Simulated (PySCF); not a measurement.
# Ag: excitation energy

Ag [Kr] 4d10 5s1 (2S) → Ag [Kr] 4d10 5d1 (2D), as a difference of total energies. Computed with PySCF 2.14 in x2c-QZVPPall with one added diffuse shell each of s, p, d, f, g type (14s9p8d5f3g, 143 functions), with the spin-free X2C one-electron Hamiltonian (Gaussian nucleus). The calculations carry no spin-orbit coupling.

Problem. Order these methods by the excitation energy they give, lowest first.
A. UHF
B. BLYP
C. r2SCANh
D. M06-2X

Solution. A (4.999 eV), D (5.769 eV), C (6.022 eV), B (6.157 eV).

For comparison: 6.045 eV (measured; NIST levels, between the centres of gravity of the two terms).
